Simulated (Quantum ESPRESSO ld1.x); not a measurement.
Results of a calculation; reference values are marked as such.
All-electron atom: the thallium ion Tl3+ in [Xe] 4f14 5d10. Code: ld1.x of Quantum ESPRESSO 7.5. Model: scalar-relativistic Kohn-Sham, PBE, spin-unpolarised, spherical densities, point nucleus.

Radial electron density D(r) = 4 pi r^2 rho(r):

r (bohr)  D(r) (e/bohr)
0.002074          31.90
0.002414          38.54
0.00281           46.13
0.003272          54.64
0.003809          63.92
0.004434          73.72
0.005162          83.63
0.006009          93.11
0.00694           101.1
0.008079          107.7
0.009406          111.8
0.01095           113.0
0.01275           111.3
0.01484           107.4
0.01728           103.0
0.02011           100.2
0.02341           101.3
0.02726           108.0
0.03173           120.1
0.03665           134.2
0.04266           147.2
0.04967           153.1
0.05782           149.0
0.06731           136.9
0.07836           124.2
0.09122           119.5
0.1062            126.2
0.1236            138.3
0.1439            142.8
0.1662            131.8
0.1935            107.6
0.2253            85.89
0.2623            79.89
0.3053            87.89
0.3554            94.98
0.4138            88.42
0.4817            69.04
0.5608            47.57
0.6528            33.11
0.76              26.71
0.8777            24.11
1.022             21.05
1.19              16.50
1.385             11.41
1.612             6.988
1.877             3.789
2.185             1.799
2.544            0.7325
2.961            0.2473
3.447           0.06611
3.981           0.01455
4.635          0.002124
5.395         0.0002105

D(r) has 4 maxima, at r = 0.0108, 0.0505, 0.139, 0.361 bohr, and minima at 0.0209, 0.0898, 0.256 bohr, inside which lie 1.87, 10.98, 30.07 electrons.
